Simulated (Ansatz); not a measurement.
Wavefunction ladder for CH7BOSi (`BC(O)[SiH3]`)

```
atom   x (Å)   y (Å)   z (Å)
  B1   0.715   1.133   0.697
  C2   0.559   0.228  -0.508
  O3   1.538  -0.765  -0.703
 Si4  -1.117  -0.541   0.132
  H5  -0.043   2.058   0.796
  H6   1.475   0.872   1.581
  H7   0.249   0.732  -1.434
  H8   1.225  -1.394  -1.359
  H9  -1.190  -1.868  -0.537
 H10  -1.137  -0.753   1.604
 H11  -2.274   0.297  -0.268
```

Charge 0, multiplicity 1. Geometry: relaxed with PBE0-D4/def2-TZVP. It is one conformer, not always the lowest. Frozen core, restricted reference, the Gaussian-basis code of Ansatz. CBS rows extrapolate triple and quadruple zeta; past MP2 they add the triple-zeta difference.

| basis | HF (Eh) | MP2 corr. |
| --- | --- | --- |
| def2-SVP | -430.17805 | -0.51765 |
| def2-TZVPP | -430.44812 | -0.64854 |
| def2-QZVPP | -430.46403 | -0.69499 |

Question: Estimate the CCSD correlation energy and the (T) correction in each basis where they were run (hartree).

Answer: 
```
     basis  CCSD corr.       (T)
  def2-SVP    -0.57202  -0.01529
def2-TZVPP    -0.69557  -0.02575
 CBS(def2)    -0.77643     as TZ
```
